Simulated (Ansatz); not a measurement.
Reactions of CH₃ClGeO (`C[O][Ge][Cl]`).

Program: Ansatz. Geometries: PBE0-D4/def2-TZVP. ΔE: electronic, gas phase. CCSD(T)/CBS is the MP2 limit (def2-TZVPP, def2-QZVPP) plus CCSD(T) − MP2 in def2-TZVPP, frozen cores. This one scheme is used for every species. DFT in def2-TZVPP. def2 core potentials past Kr. For Br, Cd, Ge, Sn outer-core shells are correlated without core-valence functions, which leaves a few kJ/mol of doubt a bond. Scalar relativity is left out up to krypton. One conformer a species, not always the lowest.

| reaction | CCSD(T)/CBS(def2) (eV) |
| --- | --- |
| `C[O][Ge][Cl]` + `[SH][Sn]([SH])([SH])[SH]` → `C[O][Ge][SH]` + `[SH][Sn]([SH])([SH])[Cl]` | 0.16 |
| `C[O][Ge][Cl]` + `CCCCOC` → `C[CH2][Ge][Cl]` + `COCCOC` | 1.62 |
| `C[O][Ge][Cl]` + `COB(F)Br` → `[Cl][Ge][Br]` + `COB(F)OC` | ? |
| `C[O][Ge][Cl]` + `CO[SiH](S)Cl` → `CO[SiH](Cl)SC` + `[OH][Ge][Cl]` | -0.46 |
| `C[O][Ge][Cl]` + `[OH][SnH2][OH]` → `[Cl][GeH]` + `C[O][SnH]([OH])[OH]` | ? |
| `C[O][Ge][Cl]` + H₂S → `[SH][Ge][Cl]` + CH₃OH | 0.04 |
| `C[O][Ge][Cl]` + H₂S → `C[O][Ge][SH]` + HCl | 0.43 |
| `C[O][Ge][Cl]` + H–F → `[F][Ge][Cl]` + CH₃OH | -0.11 |
| `C[O][Ge][Cl]` + `CC(C)[O][Cd][OH]` → `CC(C)[O][Ge][Cl]` + `C[O][Cd][OH]` | 0.14 |
| `C[O][Ge][Cl]` + `OB([SiH3])Cl` → `[OH][Ge][Cl]` + `COB([SiH3])Cl` | ? |

(1) Fill in the missing values. (Estimate.)

Largest T1 diagnostic: 0.017, for `C[O][Cd][OH]`.

Results:

(1) Computed: `C[O][Ge][Cl]` + `COB(F)Br` → `[Cl][Ge][Br]` + `COB(F)OC`: -0.86 eV; `C[O][Ge][Cl]` + `[OH][SnH2][OH]` → `[Cl][GeH]` + `C[O][SnH]([OH])[OH]`: +0.89 eV; `C[O][Ge][Cl]` + `OB([SiH3])Cl` → `[OH][Ge][Cl]` + `COB([SiH3])Cl`: -0.03 eV.
